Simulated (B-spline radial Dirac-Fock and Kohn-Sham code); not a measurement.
The L3 (2p3/2) hole of osmium ions: width and yield against charge

Calculated with a radial B-spline solver, using independent-particle radiative and Coulomb Auger rates from relativistic LDA hole-state orbitals, with Dirac-Fock energies. Tabulated ground configurations, configuration averages; single configurations, so decays that open only by mixing (as 1s 2s² with 1s 2p² in Be-like ions) are missing and such tiny yields are far too low.

```tsv
ion	configuration	radiative (eV)	non-radiative (eV)	yield
Os	[Xe] 4f14 5d6 6s2	1.42	3.67	0.280
Os⁺	[Xe] 4f14 5d6 6s1	1.42	3.67	0.279
Os²⁺	[Xe] 4f14 5d6	1.42	3.67	0.279
Os³⁺	[Xe] 4f14 5d5	1.42	3.67	0.279
Os⁴⁺	[Xe] 4f14 5d4	1.42	3.67	0.279
Os⁵⁺	[Xe] 4f14 5d3	1.42	3.67	0.279
Os⁶⁺	[Xe] 4f14 5d2	1.42	3.66	0.279
Os⁷⁺	[Xe] 4f14 5d1	1.42	3.66	0.279
```
